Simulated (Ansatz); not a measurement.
`B[NH][GaH][O][SiH3]` + H–F → `[F][GaH][O][SiH3]` + `BN` at 298.15 K and 1 bar (ligand exchange at a Ga–N bond).

Calculated with Ansatz (gas phase, PBE0-D4/def2-TZVP geometries, no zero-point term in ΔE). CCSD(T)/CBS adds triple-zeta CCSD(T) − MP2 to the extrapolated MP2 energy (def2 sets, frozen cores). This one scheme is used for every species. For Ga outer-core shells are correlated without core-valence functions, which leaves a few kJ/mol of doubt a bond. Scalar relativity is left out up to krypton. One conformer a species, not always the lowest.

```tsv
species	CCSD(T)/CBS energy (Eh)	H − E (kJ/mol)	S (J/(mol·K))
`B[NH][GaH][O][SiH3]`	-2372.01759	221.2	399.2
H–F	-100.39570	33.5	173.6
`[F][GaH][O][SiH3]`	-2390.49581	121.2	359.9
`BN`	-81.93499	137.2	228.1
```

H − E and S are ideal-gas, rigid-rotor, harmonic terms from PBE0-D4/def2-TZVP, for one conformer and one mirror image of each species. 1 Eh = 2625.50 kJ/mol, R = 8.31446 J/(mol·K).

Question: By hand: ΔE, ΔH, ΔS and ΔG.

Answer: ΔE = (-2390.49581) + (-81.93499) − (-2372.01759) − (-100.39570) = -0.01751 Eh = -46.0 kJ/mol. Δ(H − E) = 121.2 + 137.2 − 221.2 − 33.5 = 3.7, so ΔH = -42.3 kJ/mol. ΔS = 359.9 + 228.1 − 399.2 − 173.6 = 15.2 J/(mol·K). ΔG = -42.3 − 298.15 × (15.2)/1000 = -46.8 kJ/mol.

Question: By hand: the equilibrium constant, and the temperature at which ΔG would vanish if ΔH and ΔS stayed fixed.

Answer: log₁₀ K = −ΔG/(RT ln 10) = 8.2. ΔH and −TΔS have one sign here, so there is no such temperature.

ΔH outweighs TΔS. A doubt of 5 kJ/mol in ΔE shifts log₁₀ K by 0.9 here. Other conformers and mirror images would add mixing entropy, several J/(mol·K) or more a flexible species. Modes under 60 cm⁻¹, often nearly free rotors, make the harmonic entropy too high. These are equilibria of isolated gas molecules and say nothing of rates. Largest T1 diagnostic: 0.014 (customary marks: 0.02 for closed shells, 0.045 for open ones).
